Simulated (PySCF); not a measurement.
Coordinates in bohr (charge 0 multiplicity 1):
```
B     0.0000    0.0000    0.0000
I     0.0012    0.0000    3.9907
I     3.4555    0.0000   -1.9964
I    -3.4566    0.0000   -1.9943
```

Level of theory: PySCF, PBE0, basis B def2-TZVP, I def2-TZVP with ECP28 (scalar-relativistic core potentials, no spin–orbit coupling, density fitting).

This geometry of BI3 is a stationary point at this level.

Task: What is the point group?

Result: D3h.

Task: Is it a minimum?

Result: Yes: all harmonic wavenumbers are real.

Task: Which band is strongest in the infrared?

Result: 718 cm⁻¹ (e'), 470 km/mol.

Task: Give the atomic charges and bond orders.

Result: 
```tsv
atom	Mulliken	Löwdin	polar tensor	Mayer order to B1
B1	-0.21	-1.59	1.03	–
I2,3,4	0.07	0.53	-0.34	1.32
```

Task: What is the atomisation energy, with and without zero-point energy?

Result: 967 kJ/mol without, 954 kJ/mol with.
